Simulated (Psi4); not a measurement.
trimethyl amine (C3H9N), singlet, at a GFN2-xTB geometry; MP2/6-31G** (Psi4 1.11).

Input for Psi4:
```
memory 2 GB

molecule {
0 1
  N    -0.00261790    0.00013854    0.37401739
  C    -0.00152192    1.37970834   -0.06300031
  C     1.19627023   -0.68818901   -0.05385049
  C    -1.19343643   -0.69158875   -0.07057579
  H     0.00601956    1.47958855   -1.16082857
  H     0.87937092    1.88014242    0.33668072
  H    -0.88934309    1.87762614    0.32430169
  H     1.29087415   -0.73861551   -1.15101370
  H     1.18494027   -1.70346684    0.34014693
  H     2.06712214   -0.17042002    0.34575384
  H    -1.27253017   -0.74226236   -1.16895468
  H    -2.07126594   -0.17630754    0.31678972
  H    -1.18473380   -1.70683808    0.32356185
}

set basis 6-31g**

energy('mp2')
print_variables()
```

Task: What does Psi4 print? Leave out banner, timings and long lists.

Result: 
```
    SCF Algorithm Type (re)set to DF.

   => Loading Basis Set <=

    Name: 6-31G**
    Role: ORBITAL
    Keyword: BASIS

         ---------------------------------------------------------
                                   SCF
               by Justin Turney, Rob Parrish, Andy Simmonett
                          and Daniel G. A. Smith
                              RHF Reference
         ---------------------------------------------------------

  ==> Geometry <==

    Molecular point group: c1
    Full point group: C1

    Geometry (in Angstrom), charge = 0, multiplicity = 1:

       Center              X                  Y                   Z               Mass
    ------------   -----------------  -----------------  -----------------  -----------------
         N           -0.002442182557     0.000129240115     0.348912651725    14.003074004430
         C           -0.001346202557     1.379699040115    -0.088105048275    12.000000000000
         C            1.196445947443    -0.688198309885    -0.078955228275    12.000000000000
         C           -1.193260712557    -0.691598049885    -0.095680528275    12.000000000000
         H            0.006195277443     1.479579250115    -1.185933308275     1.007825032230
         H            0.879546637443     1.880133120115     0.311575981725     1.007825032230
         H           -0.889167372557     1.877616840115     0.299196951725     1.007825032230
         H            1.291049867443    -0.738624809885    -1.176118438275     1.007825032230
         H            1.185115987443    -1.703476139885     0.315042191725     1.007825032230
         H            2.067297857443    -0.170429319885     0.320649101725     1.007825032230
         H           -1.272354452557    -0.742271659885    -1.194059418275     1.007825032230
         H           -2.071090222557    -0.176316839885     0.291684981725     1.007825032230
         H           -1.184558082557    -1.706847379885     0.298457111725     1.007825032230

  Running in c1 symmetry.

  Rotational constants: A =      0.29363  B =      0.29363  C =      0.16653 [cm^-1]
  Rotational constants: A =   8802.93646  B =   8802.93644  C =   4992.46306 [MHz]
  Nuclear repulsion =  139.207632343229562

  Charge       = 0
  Multiplicity = 1
  Electrons    = 34
  Nalpha       = 17
  Nbeta        = 17

  ==> Algorithm <==

  SCF Algorithm Type is DF.
  DIIS enabled.
  MOM disabled.
  Fractional occupation disabled.
  Guess Type is SAD.
  Energy threshold   = 1.00e-08
  Density threshold  = 1.00e-08
  Integral threshold = 1.00e-12

  ==> Primary Basis <==

  Basis Set: 6-31G**
    Blend: 6-31G**
    Number of shells: 51
    Number of basis functions: 105
    Number of Cartesian functions: 105
    Spherical Harmonics?: false
    Max angular momentum: 2

   => Loading Basis Set <=

    Name: (6-31G** AUX)
    Role: JKFIT
    Keyword: DF_BASIS_SCF

  ==> Integral Setup <==

  SCF_SUBTYPE=INCORE selected. In-core MEM_DF algorithm will be used.
  Using in-core AOs.

  ==> MemDFJK: Density-Fitted J/K Matrices <==

    J tasked:                   Yes
    K tasked:                   Yes
    wK tasked:                   No
    Algorithm:                 Core
    Schwarz Cutoff:           1E-12
    Mask sparsity (%):       0.8707
    Fitting Condition:        1E-10

   => Auxiliary Basis Set <=

  Basis Set: (6-31G** AUX)
    Blend: CC-PVDZ-JKFIT
    Number of shells: 177
    Number of basis functions: 549
    Number of Cartesian functions: 549
    Spherical Harmonics?: false
    Max angular momentum: 3

  Minimum eigenvalue in the overlap matrix is 6.2562441885E-03.
  Reciprocal condition number of the overlap matrix is 8.5152955883E-04.
    Using symmetric orthogonalization.

  ==> Pre-Iterations <==

  SCF Guess: Superposition of Atomic Densities via on-the-fly atomic UHF (no occupation information).

   -------------------------
    Irrep   Nso     Nmo
   -------------------------
     A        105     105
   -------------------------
[...]
  Energy and wave function converged.

  ==> Post-Iterations <==

    Orbital Energies [Eh]
    ---------------------

    Doubly Occupied:

[...]
    Virtual:

[...]
     105A      4.954362

    Final Occupation by Irrep:
              A
    DOCC [    17 ]
    NA   [    17 ]
    NB   [    17 ]

  @DF-RHF Final Energy:  -173.28245886032994

   => Energetics <=

    Nuclear Repulsion Energy =            139.2076323432295624
    One-Electron Energy =                -508.9236953259048732
    Two-Electron Energy =                 196.4336041223454004
    Total Energy =                       -173.2824588603299389

Computation Completed

Properties will be evaluated at   0.000000,   0.000000,   0.000000 [a0]

Properties computed using the SCF density matrix

 Multipole Moments:

 ------------------------------------------------------------------------------------
     Multipole            Electronic (a.u.)      Nuclear  (a.u.)        Total (a.u.)
 ------------------------------------------------------------------------------------

 L = 1.  Multiply by 2.5417464519 to convert [e a0] to [Debye]
 Dipole X            :         -0.0091670            0.0112900            0.0021230
 Dipole Y            :          0.0004851           -0.0005975           -0.0001123
 Dipole Z            :          1.3096807           -1.6129967           -0.3033161
 Magnitude           :                                                    0.3033235

 ------------------------------------------------------------------------------------

  //>>>>>>>>>>>>>>>>>>>>>>>>>>>>>>>>>>>//
  //               DFMP2               //
  //<<<<<<<<<<<<<<<<<<<<<<<<<<<<<<<<<<<//

   => Loading Basis Set <=

    Name: (6-31G** AUX)
    Role: RIFIT
    Keyword: DF_BASIS_MP2

	 --------------------------------------------------------
	                          DF-MP2
	      2nd-Order Density-Fitted Moller-Plesset Theory

	        Rob Parrish, Justin Turney, Andy Simmonett,
	           Ed Hohenstein, and C. David Sherrill
	 --------------------------------------------------------

   => Auxiliary Basis Set <=

  Basis Set: (6-31G** AUX)
    Blend: CC-PVDZ-RI
    Number of shells: 126
    Number of basis functions: 350
    Number of Cartesian functions: 399
    Spherical Harmonics?: true
    Max angular momentum: 3

	 --------------------------------------------------------
	                 NBF =   105, NAUX =   350
	 --------------------------------------------------------
	   CLASS    FOCC     OCC    AOCC    AVIR     VIR    FVIR
	   PAIRS       0      17      17      88      88       0
	 --------------------------------------------------------

	-----------------------------------------------------------
	 ==================> DF-MP2 Energies <====================
	-----------------------------------------------------------
	 Reference Energy          =    -173.2824588603299389 [Eh]
	 Singles Energy            =      -0.0000000000000000 [Eh]
	 Same-Spin Energy          =      -0.1431719513921836 [Eh]
	 Opposite-Spin Energy      =      -0.4943900708926418 [Eh]
	 Correlation Energy        =      -0.6375620222848254 [Eh]
	 Total Energy              =    -173.9200208826147502 [Eh]
	-----------------------------------------------------------
	 ================> DF-SCS-MP2 Energies <==================
	-----------------------------------------------------------
	 SCS Same-Spin Scale       =       0.3333333333333333 [-]
	 SCS Opposite-Spin Scale   =       1.2000000000000000 [-]
	 SCS Same-Spin Energy      =      -0.0477239837973945 [Eh]
	 SCS Opposite-Spin Energy  =      -0.5932680850711701 [Eh]
	 SCS Correlation Energy    =      -0.6409920688685646 [Eh]
	 SCS Total Energy          =    -173.9234509291985091 [Eh]
	-----------------------------------------------------------

  Variable Map:
  ----------------------------------------------------------------------------
[...]
  Array Variable Map:
  ----------------------------------------------------------------------------
[...]
[...]
```
